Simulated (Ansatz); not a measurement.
System: MoCl, charge 0, multiplicity 4. The spin state was set by rule; other spins were not relaxed. 
Coordinates optimised at B3LYP-D3(BJ)/def2-TZVP (Ansatz, an electronic-structure program):
SMILES: [Cl][Mo]
```xyz
2

Mo     0.0000     0.0000    -0.6552
Cl     0.0000     0.0000     1.6188
```
Charge 0, spin multiplicity 4.

Quantity: atomisation energy (electronic, to ground-state atoms), in kcal/mol. Cores are frozen in the correlated levels unless marked. Open shells are spin-unrestricted. Spin-orbit coupling is left out. Frozen are the shells of the preceding noble gas and the d and f shells that filled before the atom's block. In def2 rows, elements after Kr have scalar-relativistic effective core potentials. The coupled-cluster limit lacks core correlation, which all-electron functionals hold. CBS marks a two-point X^-3 extrapolation of the correlation energy; Hartree-Fock from the larger set. The bracket is a focal-point correction in the basis named. The program attaches cautions to a run behind RI-MP2/CBS(def2-TZVPPD,def2-QZVPPD)+[CCSD(T)-MP2]/def2-QZVPPD: other amplitudes.

```json
[
 {"level": "PBE0-D4/def2-TZVPD", "program": "Ansatz + dftd4", "atomisation energy (kcal/mol)": "58.9"}
]
```

### Question
What does RI-MP2/CBS(def2-TZVPPD,def2-QZVPPD)+[CCSD(T)-MP2]/def2-QZVPPD (Ansatz) give?

### Answer
96.7 kcal/mol, so PBE0-D4/def2-TZVPD differs from it by -37.8 kcal/mol.
